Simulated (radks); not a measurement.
Spherical quantum dot in the effective-mass picture: electrons in a well V = -V0 / (1 + exp((r - R)/a)) with V0 = 7.18, R = 3.85, a = 0.4, all in effective atomic units (hartree* = m*/eps^2 hartree, bohr* = eps/m* bohr), one dielectric constant everywhere. Method: non-relativistic Kohn-Sham, LDA (Slater exchange, Perdew-Wang correlation), spin-polarised, spherical densities; computed with a radial shooting solver with Libxc functionals. Levels are named by radial order and angular momentum (1s, 1p, 1d, 2s, ...), and open shells are averaged over m.

N = 2, configuration 1s2. This is the lowest configuration that the search found. Occupied and some empty levels:

level,occupation,eigenvalue (hartree*),<r> (bohr*)
1s,2,-6.0574,1.831
1p,0,-5.6714,2.159
1d,0,-5.1807,2.390
2s,0,-4.9291,1.949

Energy (hartree*): total -12.9379, kinetic 0.64970, external -14.057, Hartree 0.97693, exchange-correlation -0.50741. Static polarisability (adiabatic kernel): 8.444 bohr*^3.

Electron density:

r (bohr*),n(r) (e/bohr*^3)
0.176,0.05832
0.371,0.05732
0.567,0.05557
0.762,0.05305
0.958,0.04974
1.15,0.04565
1.35,0.04086
1.54,0.03547
1.74,0.02974
1.94,0.02389
2.13,0.01827
2.33,0.01321
2.52,0.008922
2.72,0.005588
2.91,0.003193
3.11,0.001648
3.31,0.0007637
3.50,0.0003124
3.70,0.0001138
3.89,0.00003685
